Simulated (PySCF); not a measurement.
Geometries of 5 isomers of C3H8BN, from PBE0-D3(BJ)/def2-SVP geometry optimisation, gas phase (PySCF 2.14.0). One conformer each, no zero-point energy, no frequencies.

Question: Which is lowest in electronic energy at this level?
A.
```xyz
13
angstrom
B      2.280    0.277    0.025
N      0.961    0.194   -0.400
C     -0.185   -0.097    0.399
C     -1.502    0.561    0.117
C     -1.317   -0.908   -0.153
H      3.136    0.534   -0.789
H      2.534    0.091    1.194
H      0.747    0.350   -1.380
H      0.083   -0.254    1.447
H     -2.123    0.871    0.961
H     -1.553    1.235   -0.744
H     -1.808   -1.633    0.501
H     -1.243   -1.229   -1.197
```
B.
```xyz
13
angstrom
C      1.758   -1.477    0.699
N      0.837   -0.715    0.351
B     -0.162    0.131   -0.059
C     -1.385   -0.450   -0.885
C     -0.076    1.673    0.303
H      1.738   -2.018    1.663
H      2.645   -1.653    0.062
H     -2.316   -0.317   -0.307
H     -1.519    0.121   -1.819
H     -1.288   -1.516   -1.139
H     -1.012    2.007    0.782
H      0.021    2.262   -0.625
H      0.766    1.932    0.962
```
C.
```xyz
13
angstrom
B      1.589    0.613    0.487
N      0.558   -0.272    0.242
C      0.099   -1.430   -0.440
C     -0.808   -0.617    0.436
C     -1.878    0.269   -0.139
H      2.665    0.414   -0.030
H      1.382    1.559    1.214
H      0.456   -2.404   -0.083
H     -0.025   -1.358   -1.528
H     -1.041   -1.049    1.419
H     -2.057    1.136    0.515
H     -1.581    0.645   -1.129
H     -2.827   -0.280   -0.241
```
D.
```xyz
13
angstrom
B      2.069    0.027    0.191
N      0.900   -0.642   -0.147
C      0.104   -0.453   -1.332
C     -1.264    0.114   -1.087
C     -1.718    0.571    0.080
H      2.611   -0.236    1.240
H      2.516    0.849   -0.577
H      0.512   -1.323    0.499
H      0.658    0.215   -2.013
H     -0.007   -1.408   -1.880
H     -1.917    0.138   -1.967
H     -2.730    0.970    0.177
H     -1.089    0.570    0.975
```
E.
```xyz
13
angstrom
B      2.760    0.260    0.020
N      1.279   -0.128   -0.019
C      0.166   -0.420   -0.051
C     -1.248   -0.756   -0.091
C     -2.156    0.462    0.071
H      3.319   -0.473   -0.786
H      2.805    1.440   -0.304
H      3.129    0.069    1.171
H     -1.439   -1.269   -1.048
H     -1.434   -1.499    0.703
H     -3.207    0.146    0.022
H     -1.979    1.198   -0.726
H     -1.989    0.956    1.039
```

Answer: B. That is `C=NB(C)C`, 15.9 kcal/mol below the next.

```tsv
SMILES	atoms numbered as above	E (Eh)	relative (kcal/mol)	relative (kJ/mol)	dipole (D)
C=NB(C)C	[CH2:1]=[N:2][B:3]([CH3:4])[CH3:5]	-198.37660	0.0	0.0	1.30
BNCC=C	[BH2:1][NH:2][CH2:3][CH:4]=[CH2:5]	-198.35123	15.9	66.6	2.02
BNC1CC1	[BH2:1][NH:2][CH:3]1[CH2:4][CH2:5]1	-198.34914	17.2	72.1	2.17
BN1C[C@@H]1C	[BH2:1][N:2]1[CH2:3][C@@H:4]1[CH3:5]	-198.33716	24.7	103.5	2.46
[BH3-][N+]#CCC	[BH3-:1][N+:2]#[C:3][CH2:4][CH3:5]	-198.32139	34.6	145.0	7.49
```
